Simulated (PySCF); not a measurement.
A side-by-side comparison of computed properties.

First species: BiH2I.
SMILES: `[H][Bi]([H])[I]`

Second species: C₉H₁₄Si.
Numbering: `[CH3:1][Si:2]([CH3:3])([CH3:4])[c:5]1[cH:6][cH:7][cH:8][cH:9][cH:10]1` (hydrogens: H11, H12, H13 on C1; H14, H15, H16 on C3; H17, H18, H19 on C4; H20 on C6; H21 on C7; H22 on C8; H23 on C9; H24 on C10)

Geometry (PBE0-D3(BJ)/def2-SVP, Å), atoms numbered from 1 in this order:
```xyz
24
C9H14Si angstrom
C     -2.1618    1.3273   -0.6145
Si    -1.2502   -0.1310    0.1477
C     -1.7853   -1.7306   -0.6900
C     -1.6270   -0.2299    1.9903
C      0.6114    0.0876   -0.0862
C      1.1591    1.2220   -0.7034
C      2.5376    1.3654   -0.8622
C      3.4003    0.3719   -0.4037
C      2.8774   -0.7646    0.2136
C      1.4997   -0.9010    0.3686
H     -1.9558    1.4081   -1.6935
H     -1.8751    2.2784   -0.1388
H     -3.2493    1.2058   -0.4887
H     -1.2249   -2.5910   -0.2916
H     -2.8579   -1.9224   -0.5270
H     -1.6052   -1.6868   -1.7754
H     -2.7040   -0.3780    2.1682
H     -1.0885   -1.0679    2.4603
H     -1.3177    0.6953    2.5011
H      0.5000    2.0137   -1.0712
H      2.9404    2.2583   -1.3472
H      4.4806    0.4820   -0.5270
H      3.5482   -1.5481    0.5754
H      1.1109   -1.8016    0.8555
```

Levels: CAM-B3LYP/def2-SVPD for dipole moment, HOMO energy, LUMO energy, HOMO–LUMO gap and static isotropic polarisability; TDDFT CAM-B3LYP/def2-SVPD for lowest singlet excitation; TDA CAM-B3LYP/def2-SVPD for lowest triplet excitation (Tamm–Dancoff); ΔSCF CAM-B3LYP/def2-SVPD for vertical ionisation energy; PBE0-D3(BJ)/def2-SVP for rotational constant A and rotational constant C. Geometries: PBE0-D3(BJ)/def2-SVP. Each structure is a single optimised conformer of the isolated species (atoms past krypton carry core potentials, spin–orbit coupling is left out); the electronic structure was computed with PySCF and density fitting.

Dipoles, sizes and rotational constants follow the conformer. The torsions of the flexible species, by atom-mapped SMILES:
- `[CH3:1][Si:2]([CH3:3])([CH3:4])[c:5]1[cH:6][cH:7][cH:8][cH:9][cH:10]1`: C1–Si2–C5–C6 2°

| property | column X | column Y |
| --- | --- | --- |
| dipole moment | 3.07 D | 0.13 D |
| HOMO energy | -8.34 eV | -8.35 eV |
| LUMO energy | -1.47 eV | 0.62 eV |
| HOMO–LUMO gap | 6.87 eV | 8.97 eV |
| lowest singlet excitation | 3.68 eV | 5.38 eV |
| lowest triplet excitation (Tamm–Dancoff) | 3.20 eV | 4.03 eV |
| static isotropic polarisability | 87.3 au | 129.8 au |
| vertical ionisation energy | 9.27 eV | 8.91 eV |
| rotational constant A | 78.129 GHz | 2.027 GHz |
| rotational constant C | 0.792 GHz | 0.641 GHz |

Problem. Which column belongs to which species?

Solution. Column X is the first species and column Y the second. The first has 4 atoms and 138 electrons, the second 24 and 82.

Problem. How does each property change from the first species to the second?

Solution. dipole moment -2.94 D; HOMO energy -0.01 eV; LUMO energy +2.09 eV; HOMO–LUMO gap +2.10 eV; lowest singlet excitation +1.70 eV; lowest triplet excitation (Tamm–Dancoff) +0.83 eV; static isotropic polarisability +42.5 au; vertical ionisation energy -0.36 eV; rotational constant A -76.102 GHz; rotational constant C -0.151 GHz.

On the first: No computed singlet falls in the visible range (750 to 380 nm, 1.65 to 3.26 eV); S1 lies 0.42 eV above its blue end. The principal polarisabilities are 73.1, 73.3 and 115.6 au; their mean is the isotropic value. Atoms past krypton carry effective core potentials; spin–orbit coupling is left out.

On the second: S1 lies 3.59 eV below the HOMO–LUMO gap; its leading configuration is HOMO−1→LUMO, weight 0.52, beside HOMO→LUMO+1, weight 0.45. The dipole matches unit charges of opposite sign 0.03 Å apart (1 e·Å = 4.8032 D).
